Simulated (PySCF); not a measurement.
Species: C₉H₇OP.
Numbering: `[cH:1]1[cH:2][cH:3][c:4](-[c:5]2[o:6][cH:7][cH:8][p:9]2)[cH:10][cH:11]1`

Definitions: NICS(0) = −σiso at the ring centroid; NICS(1) = −σiso and NICS(1)zz = −σzz at ±1 Å along the ring normal z. Level: GIAO PBE0/pcSseg-1 (PySCF, non-relativistic, gas phase) on the GFN2-xTB geometry, one conformer.

Ring bond lengths (Å), with Mayer bond orders in brackets: C1–C2 1.385 (1.43), C2–C3 1.381 (1.45), C3–C4 1.397 (1.38), C4–C10 1.397 (1.38), C10–C11 1.379 (1.48), C11–C1 1.387 (1.41); C5–O6 1.349 (1.02), O6–C7 1.331 (1.09), C7–C8 1.355 (1.60), C8–P9 1.764 (1.15), P9–C5 1.732 (1.46).

Problem. Give the NICS values of each ring in ppm.

Solution. 
```json
{"ring": "C1–C2–C3–C4–C10–C11", "type": "6-membered carbocycle; formal bonds all aromatic", "NICS(0)": "-7.2", "NICS(1), two faces": "-10.1 / -10.1", "NICS(1)zz, two faces": "-24.5 / -24.5", "rms pucker (Å)": "0.00", "centre to ring atoms, mean (Å)": "1.39"}
{"ring": "C5–O6–C7–C8–P9", "type": "5-membered ring with O and P; formal bonds all aromatic", "NICS(0)": "-9.8", "NICS(1), two faces": "-9.6 / -9.6", "NICS(1)zz, two faces": "-21.9 / -21.9", "rms pucker (Å)": "0.00", "centre to ring atoms, mean (Å)": "1.27"}
```

Problem. What can be read from them?

Solution. 
- C1–C2–C3–C4–C10–C11: mean NICS(1)zz -24.5 ppm, shielded. For a flat ring without four-coordinate atoms the NICS criterion counts such a value as aromatic.
- C5–O6–C7–C8–P9: mean NICS(1)zz -21.9 ppm, shielded.

Problem. And the bond-length index? HOMA = 1 − mean of α(R − Ropt)² over the ring bonds, with Krygowski's 1993 parameters (CC: Ropt 1.388 Å, α 257.7 Å⁻²; CO: Ropt 1.265 Å, α 157.38 Å⁻²; CP: Ropt 1.698 Å, α 118.91 Å⁻²).

Solution. 
- C1–C2–C3–C4–C10–C11: HOMA 0.99 = 1 − EN − GEO, with mean bond length 1.388 Å, EN = α(Ropt − mean)² = 0.000 and GEO = α × variance = 0.012. The geometric and the magnetic index point the same way.
- C5–O6–C7–C8–P9: HOMA 0.46; the largest term is that of C5–O6, α(R − Ropt)² = 1.10.

Problem. Give the inner angles of the rings and the Hirshfeld charges of the ring atoms.

Solution. 
- C1–C2–C3–C4–C10–C11: C1 119.8° (-0.047 e), C2 120.4° (-0.047 e), C3 120.2° (-0.052 e), C4 119.0° (-0.019 e), C10 120.5° (-0.047 e), C11 120.2° (-0.046 e); sum 720.0° against 720° for a flat convex ring.
- C5–O6–C7–C8–P9: C5 114.4° (+0.010 e), O6 111.7° (-0.037 e), C7 115.7° (+0.017 e), C8 110.8° (-0.142 e), P9 87.4° (+0.046 e); sum 540.0° against 540° for a flat convex ring.

Problem. What are the shieldings of the ring atoms and their hydrogens in the same run (means over atoms taken as equivalent)?

Solution. 
| atoms | environment | σ isotropic (ppm) | principal values of the symmetric part, first atom (ppm) |
| --- | --- | --- | --- |
| C1 | aromatic CH carbon | 52.5 | -57.0, 37.5, 177.0 |
| C2 (×2) | aromatic CH carbon | 52.8 | -58.5, 38.7, 177.5 |
| C3 (×2) | aromatic CH carbon | 58.7 | -36.2, 39.4, 179.7 |
| C4 | substituted aromatic carbon | 47.7 | -44.3, 19.7, 167.9 |
| C5 | substituted aromatic carbon | -18.6 | -158.0, 25.6, 76.7 |
| O6 | furan-type oxygen | -1.9 | -202.7, -42.8, 239.8 |
| C7 | aromatic CH next to a ring oxygen | 34.3 | -54.6, 56.9, 100.6 |
| C8 | aromatic CH carbon | 54.0 | -55.0, 58.0, 159.1 |
| P9 | phosphorus bonded to 2 C | 200.1 | -7.2, 123.2, 484.3 |
| H on C1 | aromatic hydrogen | 24.21 | 21.1, 24.7, 26.8 |
| H on C2 (×2) | aromatic hydrogen | 24.06 | 20.6, 24.5, 27.1 |
| H on C3 (×2) | aromatic hydrogen | 23.30 | 18.1, 23.7, 28.8 |
| H on C7 | aromatic hydrogen | 23.64 | 19.9, 24.6, 26.5 |
| H on C8 | aromatic hydrogen | 24.28 | 22.8, 23.7, 26.4 |

The list is cut; further classes of hydrogen are left out.

The values belong to the conformer `[cH:1]1[cH:2][cH:3][c:4](-[c:5]2[o:6][cH:7][cH:8][p:9]2)[cH:10][cH:11]1`: C3–C4–C5–O6 0°.
